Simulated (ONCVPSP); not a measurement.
## Transferability test, ONCV potential for Ru (Z = 44)

ruthenium, optimised norm-conserving Vanderbilt (ONCV), made with ONCVPSP 4.0.1 (LDA (Perdew-Zunger), scalar-relativistic). Core [Ar] 3d10, reference 4s2 4p6 4d7 5s1. Waves: 4s+5s: rc 1.85 bohr, ncon 3, nbas 7, qcut 7.5 1/bohr, 2 projectors; 4p: rc 1.55 bohr, ncon 5, nbas 9, qcut 7.1 1/bohr, 2 projectors, debl 2.3 Ha; 4d: rc 2.30 bohr, ncon 4, nbas 9, qcut 7.8 1/bohr, 3 projectors, debl 1.8 Ha. Local part: polynomial inside 1.55 bohr (lpopt 5, dvloc0 4 Ha). Core correction: Teter function fitted to the true core (icmod 2), fcfact 0.2.

Energies are relative to the spin-unpolarised reference configuration 4s2 4p6 4d7 5s1; without spin polarisation the order of configurations can differ from experiment.

Problem. Give the all-electron excitation energy and the error of the potential for: 4s2 4p6 4d7 5s0; 4s2 4p6 4d6 5s0; 4s2 4p6 4d5 5s0; 4s2 4p6 4d6 5s1 5p1.

Solution.

```
valence configuration  charge  ΔE all-electron (eV)  error AE − PS (meV)
      4s2 4p6 4d7 5s0      +1                 7.613                 -1.4
      4s2 4p6 4d6 5s0      +2                26.051                 -0.5
      4s2 4p6 4d5 5s0      +3                56.899                  +30
  4s2 4p6 4d6 5s1 5p1       0                 5.658                 +6.6
```
